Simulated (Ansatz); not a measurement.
`[F][GeH2][GeH3]` + H₂ → `[GeH3][GeH3]` + H–F  (hydrogenolysis of a Ge–F bond)

Gas-phase electronic energies from Ansatz, PBE0-D4/def2-TZVP geometries. CCSD(T)/CBS is the MP2 limit (def2-TZVPP, def2-QZVPP) plus CCSD(T) − MP2 in def2-TZVPP, frozen cores. This one scheme is used for every species. Functionals use def2-TZVPP. For Ge outer-core shells are correlated without core-valence functions, which leaves a few kJ/mol of doubt a bond. Scalar relativity is left out up to krypton.

```tsv
level	ΔE (kcal/mol)
r2SCANh-D4	7.8
BHLYP	7.5
```

Q: What does CCSD(T)/CBS give? (Estimate.)

A: Computed: +5.8 kcal/mol. The listed levels differ from it by 2.0, 1.7 kcal/mol.

Largest T1 diagnostic among the species: 0.012.

From BLYP to BHLYP (50 % exact exchange), in def2-TZVPP and without D4, ΔE moves by −2.0 kcal/mol. At CCSD(T), def2-SVP lies +0.8 kcal/mol from the extrapolated value and def2-TZVPP +0.2 kcal/mol. In def2-TZVPP, CCSD(T) changes the Hartree–Fock value by −1.4 kcal/mol (the triples alone add +0.4 kcal/mol) and MP2 by −0.8 kcal/mol.
